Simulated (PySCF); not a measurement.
## Ionisation energy of Si²⁺ by level of theory

Si²⁺ [Ne] 3s2 (1S) → Si³⁺ [Ne] 3s1 (2S), as a difference of total energies. All numbers are calculated (PySCF 2.14, the non-relativistic Hamiltonian (point nucleus), in pcseg-2). Correlated levels: valence: [Ne] frozen. The calculations carry no spin-orbit coupling.

Question: Order these methods by the ionisation energy they give, lowest first.
A. SCS-MP2 (valence)
B. UHF
C. r2SCAN
D. CCSD (valence)

Answer: B (31.936 eV), C (32.844 eV), A (32.958 eV), D (33.140 eV).

Errors of the correlated levels include the incompleteness of this basis and the frozen core.

With two correlated electrons CCSD is exact in that space.

For comparison: 33.493 eV (measured; NIST Atomic Spectra Database, ionization energies).
